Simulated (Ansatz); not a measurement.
Reaction (cleavage of the B–Si bond): `B[Si](O)(O)F` + `N[SiH3]` → `BN[SiH3]` + `O[SiH](O)F`

Computed with Ansatz on PBE0-D4/def2-TZVP structures; ΔE is electronic, products minus reactants. CCSD(T)/CBS is the MP2 limit (def2-TZVPP, def2-QZVPP) plus CCSD(T) − MP2 in def2-TZVPP, frozen cores. This one scheme is used for every species. Functionals use def2-TZVPP. B3LYP here is the variant with VWN-RPA as its local correlation; programs differ in this. One conformer a species, not always the lowest.

```csv
level,ΔE (kJ/mol),difference from CCSD(T)/CBS
CAM-B3LYP-D4,-175.4,-3.3
B2PLYP,-176.2,-4.1
PBE-QIDH,-173.6,-1.5
revPBE,-162.5,9.6
B3LYP,-173.3,-1.2
r2SCANh,-172.9,-0.8
LC-ωPBE,-166.5,5.6
CCSD/def2-SVP,-188.3,-16.2
MP2/def2-TZVPP,-180.3,-8.2
HF/CBS(def2),-172.0,0.1
CCSD(T)/CBS,-172.1,0
```

Largest T1 diagnostic among the species: 0.012.

From BLYP to BHLYP (50 % exact exchange), in def2-TZVPP and without D4, ΔE moves by −3.1 kJ/mol. At CCSD(T), def2-SVP lies −18.8 kJ/mol from the extrapolated value and def2-TZVPP −1.6 kJ/mol. Leaving LDA and LC-ωPBE aside and taking each functional with its dispersion term where it has one, the values, not all of them listed here, spread over 12.4 kJ/mol, from B2PLYP to revPBE-D4. LDA lies −12.8 kJ/mol from PBE without D4.
